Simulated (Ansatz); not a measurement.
Abridged output of a molecular run in Ansatz:

```
Functional definition: HF
1539 factors; integrals over basis functions are off by at most 1.3e-3 eV
mean field evaluation 1: about -16646.1787 eV, gradient 3.6e1 eV
mean field evaluation 2: about -16646.3432 eV, gradient 3.7e1 eV
mean field evaluation 4: about -16650.0334 eV, gradient 3.4e0 eV
mean field evaluation 8: about -16650.0872 eV, gradient 1.8e-1 eV
mean field -16650.08740823 eV, -611.8794264179 hartree, gradient 1.5e-6 eV, S^2 0.000000; 0 other end points of the search recorded, 0 dependent functions left out
12 core orbitals not correlated: weight in the atoms' cores, before any rotation towards them, 1.000 or more for the frozen orbitals, at most 0.000 for the correlated occupied ones
reference -16650.08740823 eV, -611.8794264179 hartree; 12, 12 occupied and 248, 248 virtual orbitals, 1539 factors
second order -15.49420155 eV of doubles, -0.00000000 eV of singles
cycle   1  -16.58630402 eV  change    -1.1e0 eV  update   8.6e-2
cycle   2  -17.07710953 eV  change   -4.9e-1 eV  update   2.7e-2
cycle   3  -17.12663580 eV  change   -5.0e-2 eV  update   8.8e-3
cycle   4  -17.12288256 eV  change    3.8e-3 eV  update   2.5e-3
cycle   5  -17.12242668 eV  change    4.6e-4 eV  update   8.7e-4
cycle   6  -17.12225610 eV  change    1.7e-4 eV  update   2.8e-4
cycle   7  -17.12222008 eV  change    3.6e-5 eV  update   9.6e-5
cycle   8  -17.12223972 eV  change   -2.0e-5 eV  update   4.0e-5
cycle   9  -17.12224066 eV  change   -9.4e-7 eV  update   1.6e-5
perturbative correction -0.61482154 eV, -0.0225942747 hartree
Total energy: -16667.82447043 eV, -612.5312514311 hartree
```

Its atoms:

Z-matrix (Å, degrees):
```
C
Si 1 1.872
H 1 1.093 2 110.7
H 1 1.093 2 111.3 3 119.8
H 1 1.092 2 111.0 3 -119.8
C 2 1.870 1 111.0 3 -61.8
H 2 1.496 1 108.8 3 178.0
H 2 1.491 1 109.5 3 61.8
Al 6 1.945 2 112.1 1 -73.2
H 6 1.096 2 107.4 1 48.7
H 6 1.095 2 108.8 1 165.6
H 9 1.588 6 120.3 2 -102.5
H 9 1.590 6 120.0 2 75.7
```

Question: Which basis set was used?
A. def2-TZVPP
B. def2-SVPD
C. cc-pV(D+d)Z
D. cc-pV(Q+d)Z

Answer: A. It gives 272 functions.

Question: Write the keys of the input that set method, charge and spin (a neutral closed shell needs none for the last two).

Answer: 
```yaml
correlation: {method: ccsd_t}
```
